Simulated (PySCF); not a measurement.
**From computed data to an observable: entropy of an ideal gas**

CH2I, SMILES I[CH2], multiplicity 2.

Geometry: PBE-D3(BJ)/def2-TZVP. The isomer is the one that the SMILES or the coordinates give; other isomers of the formula were not compared. The def2 effective core potentials stand for the cores of I; spin–orbit coupling is left out.

PBE-D3(BJ)/def2-TZVP (PySCF) gives the harmonic wavenumbers 190, 621, 827, 1309, 3105, 3256 cm⁻¹ and the rotational temperatures 13.1458, 0.4259, 0.4126 K. The molar mass is 140.93 g/mol, the symmetry number 2, the spin multiplicity 2.

Problem. Work out the entropy at 298.15 K and 1 atm in the rigid-rotor, harmonic-oscillator model.

Solution. 
Translation (Sackur–Tetrode at 1 atm): S = R[1.5 ln M + 2.5 ln T − 1.16487] = 170.5 J/(mol K).
Rotation: q = (√π/σ) T^1.5/√(θA θB θC) = 3000, S = R[ln q + 3/2] = 79.0 J/(mol K).
Vibration: with u = 1.4388 ν/T, each mode gives R[u/(e^u − 1) − ln(1 − e^−u)]:
| ν (cm⁻¹) | modes | u | S (J/(mol K)) |
|---|---|---|---|
| 190 | 1 | 0.92 | 9.32 |
| 621 | 1 | 3.00 | 1.74 |
| 827 | 1 | 3.99 | 0.78 |
| 1309 | 1 | 6.32 | 0.11 |
The stiffer modes add less than 0.005 each. Sum 11.9 J/(mol K).
Spin: R ln 2 = 5.8 J/(mol K).
Total 267.2 J/(mol K); the program's own thermochemistry gives 267.2. Translation makes up 64 % and vibration 4 %. Anharmonicity, hindered rotation and orbital degeneracy are left out.
